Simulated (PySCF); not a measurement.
Atom-mapped SMILES (the numbers label the heavy atoms): `[CH3:1][CH2:2][c:3]1[cH:4][cH:5][c:6]([S:7](=[O:8])(=[O:9])[O-:10])[s:11]1`. Hydrogens are named by the atom that carries them.

Geometry: PBE0-D3(BJ)/def2-SVP; GIAO absolute shieldings from PySCF 2.14, gas phase, non-relativistic, averaged over equivalent atoms.

At PBE0/pcSseg-1 (236 basis functions):
| atoms | σ (ppm) |
| --- | --- |
| C6 | 7.0 |
| C3 | 39.6 |
| C4 | 57.1 |
| C5 | 60.3 |
| C2 | 156.3 |
| C1 | 162.4 |
| S7 | 183.2 |
| S11 | 274.5 |
| O8/O9/O10 | 80.7 |
| H(C5) | 24.47 |
| H(C4) | 24.95 |
| H(C2) | 28.87 |
| H(C1) | 30.23 |

Task: Estimate the result of repeating the calculation with B3LYP/pcSseg-2.

Result: 
| atoms | σ at B3LYP/pcSseg-2 | change |
| --- | --- | --- |
| C6 | -4.5 | -11.5 |
| C3 | 25.0 | -14.6 |
| C4 | 49.1 | -8.0 |
| C5 | 50.7 | -9.6 |
| C2 | 148.2 | -8.1 |
| C1 | 155.9 | -6.5 |
| S7 | 140.0 | -43.2 |
| S11 | 226.8 | -47.7 |
| O8/O9/O10 | 71.8 | -8.9 |
| H(C5) | 24.51 | +0.04 |
| H(C4) | 25.00 | +0.05 |
| H(C2) | 28.73 | -0.14 |
| H(C1) | 30.25 | +0.02 |

The largest change is at S11 (aromatic ring sulfur). Cost: 508 basis functions. The order of the carbon signals is the same at both levels.
